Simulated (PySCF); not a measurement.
**Yb: ionisation energy**

Yb [Xe] 4f14 6s2 (1S) → Yb⁺ [Xe] 4f14 6s1 (2S), as a difference of total energies. Calculation: PySCF 2.14, in x2c-TZVPPall; scalar relativity by spin-free X2C-1e. Correlated levels: valence: [Kr] 4d10 frozen; valence and next inner shell: [Ar] 3d10 frozen. The calculations carry no spin-orbit coupling.

```json
{"method": "UHF", "ionisation energy (eV)": "5.127", "error (eV)": "-1.127"}
{"method": "MN15", "ionisation energy (eV)": "6.493", "error (eV)": "+0.239"}
{"method": "M06-2X", "ionisation energy (eV)": "6.443", "error (eV)": "+0.189"}
{"method": "B2PLYP", "ionisation energy (eV)": "6.228", "error (eV)": "-0.026"}
{"method": "MP2 (valence)", "ionisation energy (eV)": "6.136", "error (eV)": "-0.118"}
{"method": "SCS-MP2 (valence)", "ionisation energy (eV)": "6.124", "error (eV)": "-0.130"}
{"method": "MP2 (valence and next inner shell)", "ionisation energy (eV)": "6.150", "error (eV)": "-0.104"}
{"method": "SCS-MP2 (valence and next inner shell)", "ionisation energy (eV)": "6.135", "error (eV)": "-0.119"}
```

Reference: 6.254 eV (measured; NIST Atomic Spectra Database, ionization energies).

Errors of the correlated levels include the incompleteness of this basis and the frozen core.
